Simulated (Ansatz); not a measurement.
Cartesian coordinates (Å):
```xyz
7

C      1.0984    -0.1102     0.1138
Si    -0.7216     0.0697    -0.0886
H      1.5991    -1.0729     0.1055
H      1.7525     0.7388     0.2863
H     -1.0408     1.2774    -0.8952
H     -1.2912    -1.1301    -0.7535
H     -1.3964     0.2274     1.2318
```
Charge 0, spin multiplicity 2.

Method: frozen-core CCSD(T)/cc-pVTZ // r2SCAN-D4/def2-TZVP (Ansatz, a first-principles code).

```
Property                        Value
----------------------  -------------
HF energy               -329.69247 Ha
MP2 correlation energy    -0.27694 Ha
```

**Question.** Estimate the CCSD correlation energy, the (T) correction, the total energy and the T1 diagnostic.

**Answer.** 
```yaml
CCSD correlation energy: -0.31779 Ha
"(T) correction": -0.00966 Ha
CCSD(T) total energy: -330.01992 Ha
T1 diagnostic: 0.012
```
